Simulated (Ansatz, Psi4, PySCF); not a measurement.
C6H8Si (SMILES C#C[Si](C)(C)C#C), singlet, geometry from GFN2-xTB, atoms displaced at random by about 0.03 Å a coordinate. Base run: R2SCAN/STO-3G, gradient (PySCF).

The PySCF input:
```python
from pyscf import gto, scf, dft

mol = gto.M(
    atom='''
C     1.88505147   -1.70883553   -1.32760952
C     1.00961437   -1.08816865   -0.79709437
Si   -0.30060840   -0.14265130    0.01959087
C    -0.92696168   -1.04602214    1.65053485
C    -1.77488505    0.13360702   -1.13814331
C     0.45393534    1.57625790    0.51717777
C     0.93418539    2.56437905    0.87313479
H     2.61678510   -2.28255626   -1.81283878
H    -1.35034379   -1.97287541    1.40542630
H    -1.59311415   -0.46109227    2.12906233
H    -0.05918110   -1.24985156    2.30163294
H    -2.55396260    0.81983416   -0.70957139
H    -1.45510511    0.72709416   -2.06882944
H    -2.21356084   -0.71489828   -1.52735106
H     1.35058500    3.47073464    1.18337909
''',
    basis='sto-3g',
    verbose=4,
)

mf = dft.RKS(mol)
mf.xc = 'r2scan'
mf.kernel()
g = mf.nuc_grad_method()
grad = g.kernel()
```

Programs used: Ansatz (a quantum-chemistry and plane-wave program), Psi4, PySCF; a row that names a program was run with it.

The coordinate followed is x of atom 3.

Variants of this job, named by their change:

```
change                                                  dE/dx (Eh/bohr)  net force (Eh/bohr)
------------------------------------------------------  ---------------  -------------------
base                                                           0.012395             0.000686
code = psi4                                                    0.012560             0.000797
grids.level = 1; grid_response = off                           0.011966             0.003716
grids.level = 0; grid_response = off                           0.017278             0.009049
finite difference step (bohr) = 0.2; conv_tol = 1e-11          0.012510                    -
grid_response = on                                             0.012875             0.000000
code = ansatz                                                  0.012881             0.000000
finite difference step (bohr) = 0.01; conv_tol = 1e-11         0.012874                    -
grids.level = 1; grid_response = on                            0.012879             0.000000
grids.level = 5; grid_response = off                           0.012865             0.000269
conv_tol = 1e-6                                                0.012396             0.000686
finite difference step (bohr) = 1e-5; conv_tol = 1e-11         0.012875                    -
```

The net force is zero for an exact gradient.
